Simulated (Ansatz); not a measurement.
Ansatz (a first-principles code) input (BHLYP/def2-TZVPD):

Ansatz 0.2 input:
```yaml
crystal:
  periodic: [false, false, false]
  atoms:
    - {symbol: C, position_ang: [-1.68704578, -0.32335981, -0.75693485]}
    - {symbol: S, position_ang: [-0.67076212, 1.16742263, -0.38001657]}
    - {symbol: B, position_ang: [0.80412792, 0.57108188, 0.33535545]}
    - {symbol: Cl, position_ang: [1.32388036, -1.04699632, 0.67334451]}
    - {symbol: H, position_ang: [-1.90238563, -0.86532166, 0.15990971]}
    - {symbol: H, position_ang: [-1.15792835, -0.96397328, -1.45718264]}
    - {symbol: H, position_ang: [-2.61182305, 0.03421988, -1.20448690]}
basis:
  gaussian:
    orbitals: def2-TZVPD
hamiltonian:
  xc: {name: BHLYP}
magnetization: {spin_polarized: true, initial_magnetization: 1}
output: {forces: true}
```

End of the output:

```
mean field evaluation 4: about -25120.2312 eV, gradient 1.2e0 eV
mean field evaluation 8: about -25120.2468 eV, gradient 4.1e-2 eV
mean field evaluation 16: about -25120.3663 eV, gradient 3.2e-4 eV
mean field -25120.36633498 eV, -923.1564356147 hartree, gradient 3.0e-5 eV, S^2 0.754665; 0 other end points of the search recorded, 0 dependent functions left out
the calculation of the forces begins
reference -25120.36651962 eV, -923.1564424000 hartree; 24, 23 occupied and 169, 170 virtual orbitals, 1262 factors
Total energy: -25120.36651962 eV, -923.1564424000 hartree
Atom 0 at    -1.687046    -0.323360    -0.756935 Å, force     0.075996     0.066849     0.030908 eV/Å
Atom 1 at    -0.670762     1.167423    -0.380017 Å, force    -0.129184    -0.322748    -0.039783 eV/Å
Atom 2 at     0.804128     0.571082     0.335355 Å, force    -0.023247    -0.127691    -0.002912 eV/Å
Atom 3 at     1.323880    -1.046996     0.673345 Å, force    -0.055173     0.163725    -0.035388 eV/Å
Atom 4 at    -1.902386    -0.865322     0.159910 Å, force     0.040601     0.136978    -0.224556 eV/Å
Atom 5 at    -1.157928    -0.963973    -1.457183 Å, force    -0.137304     0.160553     0.161886 eV/Å
Atom 6 at    -2.611823     0.034220    -1.204487 Å, force     0.228310    -0.077666     0.109845 eV/Å
Dipole moment:    -0.349660    -0.218774    -0.147626 e Å
```

It need not be the lowest isomer of its formula.
